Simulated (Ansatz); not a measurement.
`[CH3][Ge]([NH2])([Cl])[Cl]` → `CCl` + `[NH2][Ge][Cl]` at 600 K and 1 bar (germylene formation by 1,1-elimination).

Gas-phase electronic energies from Ansatz, PBE0-D4/def2-TZVP geometries. CCSD(T)/CBS adds triple-zeta CCSD(T) − MP2 to the extrapolated MP2 energy (def2 sets, frozen cores). This one scheme is used for every species. For Ge outer-core shells are correlated without core-valence functions, which leaves a few kJ/mol of doubt a bond. Scalar relativity is left out up to krypton. Each species was taken in one conformer, which may not be the lowest.

```json
{"species": "`[CH3][Ge]([NH2])([Cl])[Cl]`", "CCSD(T)/CBS energy (Eh)": "-3091.55637", "H − E (kJ/mol)": "239.5", "S (J/(mol·K))": "489.7"}
{"species": "`CCl`", "CCSD(T)/CBS energy (Eh)": "-499.63220", "H − E (kJ/mol)": "125.0", "S (J/(mol·K))": "268.9"}
{"species": "`[NH2][Ge][Cl]`", "CCSD(T)/CBS energy (Eh)": "-2591.85675", "H − E (kJ/mol)": "106.9", "S (J/(mol·K))": "347.9"}
```

H − E and S are ideal-gas, rigid-rotor, harmonic terms from PBE0-D4/def2-TZVP, for one conformer and one mirror image of each species. 1 Eh = 2625.50 kJ/mol, R = 8.31446 J/(mol·K).

Q: By hand: ΔE, ΔH, ΔS and ΔG.

A: ΔE = (-499.63220) + (-2591.85675) − (-3091.55637) = 0.06742 Eh = 177.0 kJ/mol. Δ(H − E) = 125.0 + 106.9 − 239.5 = -7.6, so ΔH = 169.4 kJ/mol. ΔS = 268.9 + 347.9 − 489.7 = 127.1 J/(mol·K). ΔG = 169.4 − 600 × (127.1)/1000 = 93.1 kJ/mol.

Q: By hand: the equilibrium constant, and the temperature at which ΔG would vanish if ΔH and ΔS stayed fixed.

A: log₁₀ K = −ΔG/(RT ln 10) = -8.1. ΔG = 0 at ΔH/ΔS = 1333 K.

The number of gas molecules changes by +1, which sets the sign of ΔS. A doubt of 5 kJ/mol in ΔE shifts log₁₀ K by 0.4 here. Other conformers and mirror images would add mixing entropy, several J/(mol·K) or more a flexible species. Modes under 60 cm⁻¹, often nearly free rotors, make the harmonic entropy too high. These are equilibria of isolated gas molecules and say nothing of rates. Largest T1 diagnostic: 0.013 (customary marks: 0.02 for closed shells, 0.045 for open ones).
